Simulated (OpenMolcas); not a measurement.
Fe2+ among 3 point charges of -1.5 e arranged as a planar triangle (D3h), 2.12 Å from the ion.

| Property | Result |
| --- | --- |
| Program | OpenMolcas 26.06 |
| Method | SS-CASPT2, IPEA 0.25 Eh, imaginary shift 0.1 Eh (closed shells correlated: 3s 3p) |
| Basis | ANO-RCC-VTZP [6s5p3d2f1g] |
| Scalar Hamiltonian | DKH2, point nucleus |
| Active space | 6 electrons in 5 orbitals (3d) |
| State averaging | 2S+1 = 5 even, 5 roots; 2S+1 = 3 even, 45 roots; 2S+1 = 1 even, 50 roots |
| Spin-orbit coupling | RASSI with atomic mean-field integrals over the reference wave functions |

Q: What is the spin-free ground state (labels of D3, the rotations of D3h)?

A: 5A1, 1-fold in its orbital part, 100 % from free-ion D terms; it has the highest spin that d6 allows.

Q: Where is the first state of the same spin?

A: 5E at 2020 cm-1 above the ground state.

Q: What are the lowest two levels with spin-orbit coupling?

A: A 1-fold level A1, then a 2-fold level E 16 cm-1 above it. Their leading multiplicities are 5 (100 %) and 5 (100 %).

Q: What is χT at 300 K, and how does it compare with the textbook value?

A: The lowest level has 2S+1 = 5, for which the spin-only value is χT = S(S+1) / 2 = 3.000 cm3 K/mol (g = 2). The computed 3.761 at 300 K differs by +0.761, through orbital momentum, spin-orbit coupling and any other state in reach.

Roots that are degenerate in the reference are averaged as groups; the widest CASPT2 spread within a group is 130 cm-1 (the 2-fold group of multiplicity 5 near 7690 cm-1 above the lowest state of its run). Shifts and gaps below about the spread of the groups concerned are not significant. Free-ion shares, where given, are those of the reference states; single-state CASPT2 does not remix them. Point charges carry no covalency, so the field is a model and not that of real ligands. No measured value stands beside these numbers.
